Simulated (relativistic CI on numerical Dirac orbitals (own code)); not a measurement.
**d3 in a ligand field**

Computed with a parametric ligand-field model of a d^n configuration (Racah B and C, spin-orbit zeta, crystal field), exact diagonalisation.

Field parameters in Wybourne normalisation: Oh B⁴₀ = 21Dq, B⁴₄ = √(5/14) B⁴₀. The field is a parameter set, without covalency.

B = 480 cm⁻¹, C = 1850 cm⁻¹ (C/B = 3.85), Oh, no spin-orbit coupling. Tanabe-Sugano data, E/B above the lowest term (Δ = |10Dq|; b, c mark the second and third term of a kind):

| Δ/B | 4A2 | 4T2 | 4T1 | 4T1(b) | 2E | 2T1 | 2T2 |
| --- | --- | --- | --- | --- | --- | --- | --- |
| 1.0 | 0.00 | 1.00 | 1.79 | 16.21 | 16.46 | 16.53 | 16.91 |
| 5.0 | 0.00 | 5.00 | 8.68 | 21.32 | 17.69 | 18.42 | 21.49 |
| 9.0 | 0.00 | 9.00 | 15.00 | 27.00 | 18.13 | 19.06 | 24.43 |
| 13.0 | 0.00 | 13.00 | 20.68 | 33.32 | 18.41 | 19.38 | 26.04 |
| 17.0 | 0.00 | 17.00 | 25.79 | 40.21 | 18.61 | 19.58 | 27.18 |
| 21.0 | 0.00 | 21.00 | 30.51 | 47.49 | 18.78 | 19.72 | 28.06 |
| 25.0 | 0.00 | 25.00 | 35.00 | 55.00 | 18.91 | 19.83 | 28.76 |
| 29.0 | 0.00 | 29.00 | 39.34 | 62.66 | 19.03 | 19.91 | 29.33 |
| 33.0 | 0.00 | 33.00 | 43.58 | 70.42 | 19.13 | 19.97 | 29.80 |
| 37.0 | 0.00 | 37.00 | 47.77 | 78.23 | 19.21 | 20.03 | 30.20 |
| 41.0 | 0.00 | 41.00 | 51.91 | 86.09 | 19.29 | 20.07 | 30.53 |
| 45.0 | 0.00 | 45.00 | 56.03 | 93.97 | 19.36 | 20.11 | 30.81 |

The ground term stays 4A2.
